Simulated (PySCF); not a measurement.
## LiBi and its ions

PBE0; PySCF, scalar-relativistic core potentials, basis sets Li aug-cc-pVDZ, Bi aug-cc-pVDZ-PP with ECP60. Neutral (UKS): triplet (π ↑↑), Re = 2.692 Å, ωe = 373 cm⁻¹, De = 1.40 eV, HOMO -4.58 eV, LUMO -2.05 eV.

LiBi⁺ (UKS): quartet (σ ↑, π ↑↑), Re = 3.027 Å, ωe = 210 cm⁻¹. The energies at the minima are -222.13160 hartree for LiBi and -221.89598 for LiBi⁺.

Task: Work out the adiabatic ionisation energy, without and with harmonic zero-point energies (1 hartree = 27.2114 eV, 1 eV = 8065.5 cm⁻¹), and the change of the bond length.

Result: At PBE0: 0.23562 hartree = 6.412 eV between the minima; the zero-point term (210.0 − 373.0)/2 cm⁻¹ = -0.010 eV makes it 6.401 eV. Re changes by +33.5 pm against the neutral. The electron leaves a σ orbital, and the ion is left as a loose complex of an ion and an atom.

Spin–orbit coupling is left out, which matters for elements this heavy, above all for dissociation energies. States were picked by a PBE0 search and need not be the measured ground states.
